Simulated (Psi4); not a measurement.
Method: SAPT0/jun-cc-pVDZ, frozen core run with Psi4.

Psi4 input:

```
molecule {
0 1
C 1.26658435 -0.10094736 0.23170076
C -0.03015321 0.58617296 -0.18841160
C -1.24419048 -0.33410486 -0.09189704
H 2.12185258 0.57294157 0.15395545
H 1.46991434 -0.97184412 -0.39646856
H 1.20857895 -0.44843144 1.26623997
H -0.19269439 1.46983905 0.43584456
H 0.06802764 0.95291348 -1.21449281
H -2.16032848 0.17621975 -0.39506196
H -1.38446549 -0.69166126 0.93127373
H -1.12312579 -1.21109778 -0.73268250
--
0 1
C 0.30214425 0.50070624 -4.06337255
C 1.55749508 0.04024325 -3.69078915
C 1.67902767 -1.27366630 -3.25307447
N 0.65221797 -2.11967447 -3.17103256
C -0.54815406 -1.66585618 -3.53160513
C -0.77538413 -0.37054049 -3.98246882
H 0.16640430 1.51732489 -4.40955636
H 2.42718757 0.68208494 -3.73667070
H 2.64622901 -1.66420198 -2.95467158
H -1.36893372 -2.37137577 -3.45678180
H -1.77263302 -0.05757438 -4.26173478
units angstrom
symmetry c1
no_reorient
no_com
}
set basis jun-cc-pvdz
set scf_type df
set freeze_core true
energy('sapt0')
```

Part of the output:

```
    SAPT Results
  --------------------------------------------------------------------------------------------------------
    Electrostatics                 -2.64613004 [mEh]      -1.66047167 [kcal/mol]      -6.94741348 [kJ/mol]
      Elst10,r                     -2.64613004 [mEh]      -1.66047167 [kcal/mol]      -6.94741348 [kJ/mol]

    Exchange                        7.19989694 [mEh]       4.51800354 [kcal/mol]      18.90332680 [kJ/mol]
      Exch10                        7.19989694 [mEh]       4.51800354 [kcal/mol]      18.90332680 [kJ/mol]
      Exch10(S^2)                   7.19241120 [mEh]       4.51330616 [kcal/mol]      18.88367299 [kJ/mol]

    Induction                      -0.65961039 [mEh]      -0.41391177 [kcal/mol]      -1.73180684 [kJ/mol]
      Ind20,r                      -1.58072648 [mEh]      -0.99192084 [kcal/mol]      -4.15019681 [kJ/mol]
      Exch-Ind20,r                  1.39788239 [mEh]       0.87718444 [kcal/mol]       3.67013970 [kJ/mol]
      delta HF,r (2)               -0.47676629 [mEh]      -0.29917537 [kcal/mol]      -1.25174973 [kJ/mol]

    Dispersion                     -6.90464385 [mEh]      -4.33272943 [kcal/mol]     -18.12813992 [kJ/mol]
      Disp20                       -7.66205583 [mEh]      -4.80801262 [kcal/mol]     -20.11672482 [kJ/mol]
      Exch-Disp20                   0.75741199 [mEh]       0.47528320 [kcal/mol]       1.98858490 [kJ/mol]
      Disp20 (SS)                  -3.83102792 [mEh]      -2.40400631 [kcal/mol]     -10.05836241 [kJ/mol]
      Disp20 (OS)                  -3.83102792 [mEh]      -2.40400631 [kcal/mol]     -10.05836241 [kJ/mol]
      Exch-Disp20 (SS)              0.44945763 [mEh]       0.28203892 [kcal/mol]       1.18005085 [kJ/mol]
      Exch-Disp20 (OS)              0.30795435 [mEh]       0.19324427 [kcal/mol]       0.80853404 [kJ/mol]

  Total HF                          3.89415650 [mEh]       2.44362010 [kcal/mol]      10.22410648 [kJ/mol]
  Total SAPT0                      -3.01048735 [mEh]      -1.88910933 [kcal/mol]      -7.90403344 [kJ/mol]
```
